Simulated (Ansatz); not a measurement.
ClH2Si (SMILES [SiH2]Cl) moved off its minimum; all values from Ansatz (a quantum-chemistry and plane-wave program), cores frozen in correlated methods. Open shells are unrestricted.
(charge 0, multiplicity 2)
```xyz
4

Si    -1.0583    -0.0602     0.2619
Cl     1.0536    -0.0982    -0.2126
H     -1.5563     1.3104    -0.2622
H     -1.6907    -1.2434    -0.3284
```

```json
[
 {"level": "HF/def2-TZVPP", "largest force (eV/Å)": "1.91", "on atom": "Si1", "rms difference from CCSD(T)/cc-pV(T+d)Z (eV/Å)": "0.101", "dipole (D)": "2.11"},
 {"level": "PBE/def2-TZVPP", "largest force (eV/Å)": "1.84", "on atom": "Si1", "rms difference from CCSD(T)/cc-pV(T+d)Z (eV/Å)": "0.159", "dipole (D)": "1.59"},
 {"level": "r2SCAN/def2-TZVPP", "largest force (eV/Å)": "1.93", "on atom": "Si1", "rms difference from CCSD(T)/cc-pV(T+d)Z (eV/Å)": "0.045", "dipole (D)": "1.71"},
 {"level": "B3LYP/def2-TZVPP", "largest force (eV/Å)": "1.75", "on atom": "Si1", "rms difference from CCSD(T)/cc-pV(T+d)Z (eV/Å)": "0.083", "dipole (D)": "1.75"},
 {"level": "wB97M-V/def2-TZVPP", "largest force (eV/Å)": "1.86", "on atom": "Si1", "rms difference from CCSD(T)/cc-pV(T+d)Z (eV/Å)": "0.030", "dipole (D)": "1.82"},
 {"level": "MP2/cc-pV(T+d)Z", "largest force (eV/Å)": "1.95", "on atom": "Si1", "rms difference from CCSD(T)/cc-pV(T+d)Z (eV/Å)": "0.070", "dipole (D)": "1.84"},
 {"level": "CCSD(T)/cc-pV(T+d)Z", "largest force (eV/Å)": "1.89", "on atom": "Si1", "rms difference from CCSD(T)/cc-pV(T+d)Z (eV/Å)": "0.000", "dipole (D)": "1.75"}
]
```

The differences count from one level among others, with limits of its own. Forces at CCSD(T)/cc-pV(T+d)Z (eV/Å):

```
atom      Fx      Fy      Fz
----  ------  ------  ------
Si1    1.381   1.236  -0.380
Cl2   -1.409  -0.060   0.315
H3     0.179  -1.049   0.290
H4    -0.151  -0.127  -0.226
```
